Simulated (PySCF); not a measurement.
C8H4N4S, SMILES c12c(cc3c(nccn3)c2)nsn1.

Coordinates come from a PBE0-D3(BJ)/def2-SVP optimisation.

Method: TDA-CAM-B3LYP/def2-SVP (PySCF).

Vertical excitations.  State labels are in the subgroup C2v.

```
state  symmetry  energy (eV)  λ (nm)      f                                                main pairs
-----  --------  -----------  ------  -----  --------------------------------------------------------
S1           B1         3.30     375  0.003                      HOMO−1→LUMO 85 %, HOMO−1→LUMO+1 14 %
S2           B2         3.57     347  0.114                                            HOMO→LUMO 93 %
S3           A1         4.25     292  0.321                        HOMO−2→LUMO 76 %, HOMO→LUMO+2 20 %
S4           A2         4.46     278  0.000                                          HOMO−3→LUMO 87 %
S5           A2         4.94     251  0.000  HOMO−4→LUMO 65 %, HOMO−1→LUMO+2 20 %, HOMO−4→LUMO+1 12 %
S6           B2         4.99     249  0.001                                          HOMO→LUMO+1 95 %
T1           B2         1.78     697      0                                            HOMO→LUMO 93 %
T2           B1         2.79     445      0                      HOMO−1→LUMO 72 %, HOMO−1→LUMO+1 24 %
```
Triplets are in the Tamm–Dancoff approximation.
